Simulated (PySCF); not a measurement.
**Sb²⁺ (antimony, charge +2): MN15 calculation**

Configuration: [Kr] 4d10 5s2 5p1, 2P determinant. All numbers are calculated (PySCF 2.14, scalar relativity by spin-free X2C-1e, in x2c-TZVPall).

```json
{"Total energy": "-6484.06 hartree", "One-electron energy": "-8863.17 hartree", "Hartree (Coulomb) energy": "2554.87 hartree", "Exchange-correlation energy": "-175.76 hartree", "⟨S²⟩": "0.7524", "⟨L²⟩": "2.008", "Sum of ⟨r⟩": "30.26 bohr", "Sum of ⟨r²⟩": "37.93 bohr²", "Traceless quadrupole moment −½Σ⟨3z² − r²⟩ along its main axis": "-2.72 e·bohr²", "Langevin diamagnetic susceptibility": "-30.0 ×10⁻⁶ cm³/mol", "Time after the integrals": "2.5 s of wall time on 1 thread of Neoverse-N1 (shared host)"}
```

| shell | electrons | mean orbital energy (eV) | spread (eV) | rms radius, mean of both spins (bohr) |
| --- | --- | --- | --- | --- |
| 1s α | 1 | -30300.0 | 0 | 0.0325 |
| 1s β | 1 | -30300.0 | 0 | 0.0325 |
| 2s α | 1 | -4591.9 | 0 | 0.133 |
| 2s β | 1 | -4591.8 | 0 | 0.133 |
| 2p α | 3 | -4153.3 | 0.123 | 0.118 |
| 2p β | 3 | -4153.3 | 0.127 | 0.118 |
| 3s α | 1 | -907.46 | 0 | 0.358 |
| 3s β | 1 | -907.45 | 0 | 0.358 |
| 3p α | 3 | -765.78 | 0.241 | 0.356 |
| 3p β | 3 | -765.77 | 0.261 | 0.356 |
| 3d β | 5 | -537.96 | 0.231 | 0.332 |
| 3d α | 5 | -537.96 | 0.255 | 0.332 |
| 4s α | 1 | -168.53 | 0 | 0.845 |
| 4s β | 1 | -168.51 | 0 | 0.845 |
| 4p α | 3 | -123.74 | 0.455 | 0.913 |
| 4p β | 3 | -123.67 | 0.619 | 0.913 |
| 4d α | 5 | -55.428 | 0.542 | 1.11 |
| 4d β | 5 | -55.301 | 0.712 | 1.11 |
| 5s α | 1 | -31.907 | 0 | 2.22 |
| 5s β | 1 | -30.866 | 0 | 2.22 |
| 5p α | 1 | -22.406 | 0 | 2.66 |

Densities and radii are taken from the X2C orbitals without a picture-change correction, which distorts them close to the nucleus.
